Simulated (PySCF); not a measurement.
1-bromo-1-chlorocyclopropane (C₃H₄BrCl), SMILES ClC1(Br)CC1.

Geometry optimised at PBE-D3(BJ)/def2-SVP.

Two levels are set side by side: PBE/def2-TZVP (PySCF) and r2SCAN/def2-TZVP (PySCF). Same geometry, gas phase. Differences are taken from unrounded values.

| quantity | r2SCAN |
|---|---|
| orbital gap (eV) | 5.22 |
| highest occupied level (eV) | -6.77 |
| lowest empty level (eV) | -1.56 |
| dipole moment (D) | 2.23 |
| mean polarisability (bohr³) | 66.2 |

### Question
What does PBE give, and how far is it from r2SCAN? (The exact figures need the calculation; the answer reports its results.)

### Answer

```tsv
quantity	PBE	PBE minus r2SCAN
orbital gap (eV)	4.78	-0.44
highest occupied level (eV)	-6.50	0.28
lowest empty level (eV)	-1.72	-0.16
dipole moment (D)	2.08	-0.15
mean polarisability (bohr³)	67.5	1.3
```

Rough cost on one machine, each run with all the roots and properties that it gave: r2SCAN against PBE within a factor of 2.
